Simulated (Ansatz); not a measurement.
Zirconium tetrachloride + H₂S → `[SH][Zr]([Cl])([Cl])[Cl]` + HCl at 600 K and 1 bar (ligand exchange at a Zr–Cl bond).

Computed with Ansatz on PBE0-D4/def2-TZVP structures; ΔE is electronic, products minus reactants. CCSD(T)/CBS is the MP2 limit (def2-TZVPP, def2-QZVPP) plus CCSD(T) − MP2 in def2-TZVPP, frozen cores. This one scheme is used for every species. def2 core potentials past Kr. For Zr outer-core shells are correlated without core-valence functions, which leaves a few kJ/mol of doubt a bond. One conformer a species, not always the lowest.

```csv
species,CCSD(T)/CBS energy (Eh),H − E (kJ/mol),S (J/(mol·K))
`[Cl][Zr]([Cl])([Cl])[Cl]`,-1886.41337,66.6,440.2
H₂S,-398.97279,60.8,230.9
`[SH][Zr]([Cl])([Cl])[Cl]`,-1824.98006,93.1,491.4
HCl,-460.38127,35.4,207.2
```

H − E and S are ideal-gas, rigid-rotor, harmonic terms from PBE0-D4/def2-TZVP, for one conformer and one mirror image of each species. 1 Eh = 2625.50 kJ/mol, R = 8.31446 J/(mol·K).

Task: By hand: ΔE, ΔH, ΔS and ΔG.

Result: ΔE = (-1824.98006) + (-460.38127) − (-1886.41337) − (-398.97279) = 0.02483 Eh = 65.2 kJ/mol. Δ(H − E) = 93.1 + 35.4 − 66.6 − 60.8 = 1.1, so ΔH = 66.3 kJ/mol. ΔS = 491.4 + 207.2 − 440.2 − 230.9 = 27.5 J/(mol·K). ΔG = 66.3 − 600 × (27.5)/1000 = 49.8 kJ/mol.

Task: By hand: the equilibrium constant, and the temperature at which ΔG would vanish if ΔH and ΔS stayed fixed.

Result: log₁₀ K = −ΔG/(RT ln 10) = -4.3. ΔG = 0 at ΔH/ΔS = 2411 K.

ΔH outweighs TΔS. A doubt of 5 kJ/mol in ΔE shifts log₁₀ K by 0.4 here. Other conformers and mirror images would add mixing entropy, several J/(mol·K) or more a flexible species. These are equilibria of isolated gas molecules and say nothing of rates. Largest T1 diagnostic: 0.016 (customary marks: 0.02 for closed shells, 0.045 for open ones).
